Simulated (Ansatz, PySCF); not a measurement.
Gas-phase reaction in SMILES: F[Si](F)(Br)Br [dibromo(difluoro)silane] + 4 [H][H] (H2) → 2 Br (HBr) + 2 F (HF) + [SiH4] (SiH4)
Structures are relaxed separately at B3LYP-D3(BJ)/def2-TZVP in Ansatz (a quantum-chemistry and plane-wave program).

Wanted: energy of full hydrogenation (enthalpy at 298 K, with B3LYP-D3(BJ) rigid-rotor harmonic-oscillator terms from PySCF), in kJ/mol. Cores are frozen in the correlated levels unless marked. Spin-orbit coupling is left out. The frozen core is the preceding noble-gas configuration, with the filled d and f shells of earlier blocks. No relativistic terms. CBS marks a two-point X^-3 extrapolation of the correlation energy; Hartree-Fock from the larger set.

CCSD(T)/CBS(def2-TZVPPD,def2-QZVPPD) (Ansatz) gives 406.7 kJ/mol.

Q: Another calculation gave 407.9 kJ/mol. Which level was it?
A) revPBE/def2-TZVPD (Ansatz)
B) B2GP-PLYP/def2-TZVPD (Ansatz)
C) wB97X/def2-TZVPD (Ansatz)
D) r2SCANh/def2-TZVPD (Ansatz)

A: B, B2GP-PLYP/def2-TZVPD (Ansatz). The others give 422.8 (r2SCANh), 381.5 (wB97X), 370.4 (revPBE) kJ/mol.
